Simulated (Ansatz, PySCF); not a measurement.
Sn(Br)(SiH3) (BrH3SiSn), SMILES [SiH3][Sn][Br] (connectivity only; charge and spin as stated), neutral, multiplicity 1. Atoms are numbered in the order given.

```xyz
6

Sn    -0.3161     0.2208     0.9407
Br     0.4265    -1.3214    -0.9820
Si    -0.1242     2.3514    -0.7005
H     -0.4774     3.6510    -0.0441
H     -1.0382     2.1621    -1.8697
H      1.2775     2.4596    -1.2123
```
Charge 0, spin multiplicity 1.

Geometry: B3LYP-D3(BJ)/def2-SVP. The structure was generated by enumeration; whether it is a known compound was not checked. The def2 effective core potentials stand for the cores of Sn; spin–orbit coupling is left out.

Two levels are set side by side: PBE-D3(BJ)/def2-SVP (Ansatz, an electronic-structure program) and B3LYP-D3(BJ)/def2-SVP (Ansatz). Each level has its own optimised geometry; the coordinates shown are those of the second. Frequencies come from the Hessian of PySCF at each geometry. Differences are taken from unrounded values.

```csv
quantity,B3LYP-D3(BJ)
mean bond length (Å),1.952
bond Sn1–Br2 (Å),2.574
bond Sn1–Si3 (Å),2.696
bond Si3–H4 (Å),1.498
bond Si3–H5 (Å),1.496
bond Si3–H6 (Å),1.496
highest harmonic wavenumber (cm⁻¹),2197
mean harmonic wavenumber (cm⁻¹),893
zero-point energy (kcal/mol),15.33
```

Q: What does PBE-D3(BJ) give, and how far is it from B3LYP-D3(BJ)? (The exact figures need the calculation; the answer reports its results.)

A: 
```csv
quantity,PBE-D3(BJ),PBE-D3(BJ) minus B3LYP-D3(BJ)
mean bond length (Å),1.960,0.008
bond Sn1–Br2 (Å),2.572,-0.003
bond Sn1–Si3 (Å),2.696,0.000
bond Si3–H4 (Å),1.511,0.013
bond Si3–H5 (Å),1.510,0.014
bond Si3–H6 (Å),1.510,0.014
highest harmonic wavenumber (cm⁻¹),2141,-56
mean harmonic wavenumber (cm⁻¹),863,-31
zero-point energy (kcal/mol),14.80,-0.53
```

Exact exchange shortens and stiffens bonds; PBE has none. Differences between two approximate levels are no errors against the true value.
